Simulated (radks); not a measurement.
Removal energies from the arsenic ion As12+, [Ar] 3d3, by Delta-SCF beside the eigenvalue of the level emptied. Method: scalar-relativistic Kohn-Sham, LDA (Slater exchange, Perdew-Wang correlation), spin-polarised, spherical densities, finite nucleus; Fermi nuclear charge, rms radius of each element as measured or else 0.836 A^(1/3) + 0.57 fm; computed with a radial shooting solver on a logarithmic mesh with Libxc functionals. Open shells are filled with parallel spins first.

\begin{tabular}{lrrr}
removed from & final configuration & Delta-SCF (eV) & -eigenvalue (eV) \\ \hline
3d & [Ar] 3d2 & 376.04 & 355.55 \\
3p & [Ne] 3s2 3p5 3d3 & 458.97 & 440.17 \\
3s & [Ne] 3s1 3p6 3d3 & 516.33 & 497.59 \\
2p & [He] 2s2 2p5 3s2 3p6 3d3 & 1710.9 & 1660.2 \\
\end{tabular}
